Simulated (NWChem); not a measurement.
System: BH$_{3}$; SMILES B

Program: NWChem. Medium grid unless said otherwise, to which SCAN and Minnesota functionals are sensitive. Structure relaxed at the PBE-D3(BJ)/def2-SVP level. Hybrids' shares of exact exchange are those that their runs print; pure functionals count as 0. The functionals differ in more than this share.

```csv
row,share of exact exchange,orbital gap (eV)
PBE/def2-SVP,0.00,5.34
"LDA (Slater exchange, VWN5)/def2-SVP",0.00,5.03
TPSSh/def2-SVP,0.10,6.91
B3LYP/def2-SVP,0.20,7.46
M06/def2-SVP,0.27,withheld
MPW1K/def2-SVP,0.43,9.79
```

Task: Fit a straight line of the last column on the one before it, predict the withheld value, and compare with the run.

Result: 
1. Means of the 5 shown rows: x = 0.146, y = 6.906. Slope Σ(x − x̄)(y − ȳ)/Σ(x − x̄)² = 1.351/0.1283 = 10.53; intercept 5.369.
2. The shown rows scatter about the line by 0.270 (root mean square); the largest residual is +0.49, at TPSSh/def2-SVP.
3. At x = 0.27 (M06/def2-SVP; inside the shown range) the line gives 8.21.
4. The run gives 7.97, -0.24 from the line, 0.9 times the scatter.
